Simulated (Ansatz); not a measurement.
Relaxation of ClH₅OSi₂ (9 atoms, charge 0, multiplicity 1), to a largest force component of 0.02 eV/Å in at most 40 steps.

The calculation used RKS r2SCAN-D4/def2-SVP in Ansatz.

```xyz
9
Properties=species:S:1:pos:R:3
Si 0.000 0.000 0.000
Cl 0.000 0.000 2.130
H 1.377 0.000 -0.486
H -0.688 1.191 -0.486
O -0.791 -1.371 -0.559
Si -1.673 -2.433 0.398
H -1.263 -2.287 1.792
H -3.096 -2.132 0.276
H -1.426 -3.804 -0.040
```

Problem. Where does it end, and by what steps?

Solution. It converged. The force dipped under the threshold on the way, but the program's further checks kept it going. After 23 steps the energy has fallen by 0.269 eV; H7 moved furthest, 0.76 Å.

```tsv
step	energy less start (eV)	largest force component (eV/Å)	accepted
0	0.0000	0.924	yes
1	-0.1645	0.696	yes
2	-0.2160	0.597	yes
3	-0.2564	0.201	yes
4	-0.2636	0.053	yes
5	-0.2651	0.022	yes
6	-0.2658	0.016	yes
7	-0.2648	0.088	no
8	-0.2662	0.034	yes
9	-0.2659	0.043	no
10	-0.2664	0.016	yes
11	-0.2666	0.023	yes
12	-0.2667	0.022	yes
13	-0.2670	0.025	yes
14	-0.2671	0.041	yes
15	-0.2672	0.025	yes
16	-0.2675	0.004	yes
17	-0.2679	0.032	yes
18	-0.2678	0.060	no
19	-0.2680	0.023	yes
20	-0.2683	0.026	yes
21	-0.2684	0.026	yes
22	-0.2685	0.026	yes
23	-0.2686	0.016	yes
```

```xyz
9
Properties=species:S:1:pos:R:3
Si 0.050 0.053 0.002
Cl -0.209 0.648 1.973
H 1.504 0.002 -0.285
H -0.651 1.038 -0.860
O -0.598 -1.445 -0.198
Si -1.677 -2.536 0.461
H -1.167 -3.036 1.770
H -3.009 -1.891 0.658
H -1.804 -3.668 -0.496
```

Whether the end is a true minimum wasn't checked by a vibrational analysis.

Time of the run: 77 s on 2 threads of Arm Neoverse V1, on a shared host, peak memory 0.15 GiB.
